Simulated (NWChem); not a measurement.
CH5F2NSi; SMILES N[SiH2]C(F)F

```xyz
10

N     -0.6363     1.9851     0.1986
Si     0.5781     0.8188    -0.1811
C     -0.0755    -0.8853     0.4078
F     -1.2447    -1.1537    -0.2466
F      0.8131    -1.8666     0.0988
H     -0.3807     2.9518     0.3623
H     -1.5524     1.9195    -0.2317
H      0.9203     0.6363    -1.6276
H      1.8103     1.1732     0.5808
H     -0.2846    -0.9453     1.4927
```
Atoms are numbered in this order, from 1.

Geometry: optimised at PBE0/def2-SVP.

Question: Give the principal values of the shielding tensors (ppm) of N1, Si2, C3, F4, F5 from BHandHLYP/pcSseg-1, GIAO (NWChem), with their diamagnetic and paramagnetic parts as GIAO splits them.

Answer: 
```tsv
atom	σ11	σ22	σ33	isotropic	diamagnetic	paramagnetic
N1	233.0	265.2	295.5	264.6	319.6	-55.0
Si2	368.3	388.2	440.2	398.9	878.5	-479.6
C3	46.9	68.5	76.8	64.1	244.6	-180.6
F4	219.6	347.4	478.4	348.5	474.6	-126.2
F5	218.2	340.6	480.8	346.5	474.3	-127.7
```
